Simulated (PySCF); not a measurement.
Computed shifts of a molecule C2H9NSi3, PBE/pcSseg-1 (PySCF), GIAO, gas phase, atoms alike by connectivity averaged where their shifts nearly agree, in ppm (number of nuclei): ²⁹Si: -47.1 (1), -59.3 (1), -100.4 (1). ¹³C: 124.4 (1), 111.1 (1). ¹⁵N: 19.9 (1). ¹H: 5.46 (1), 5.35 (3), 5.31 (1), 4.73 (3), 0.22 (1). References: ²⁹Si against TMS (σ = 335.4 ppm); ¹³C against TMS (σ = 182.0 ppm); ¹⁵N against NH3 (σ = 267.0 ppm); ¹H against TMS (σ = 31.49 ppm), references at their B3LYP-D3(BJ)/def2-TZVP geometries, non-relativistic. Geometry: PBE-D3(BJ)/def2-SVP. Other conformers were not sampled.

Which molecule gave these data?
A) [SiH3]C#C[SiH2]N[SiH3]
B) C[Si@@H]1N=C[SiH2][SiH2]1
C) [SiH3]N1C=C[SiH2][SiH2]1
D) CN=C1[SiH2][SiH2][SiH2]1

A, [SiH3]C#C[SiH2]N[SiH3]
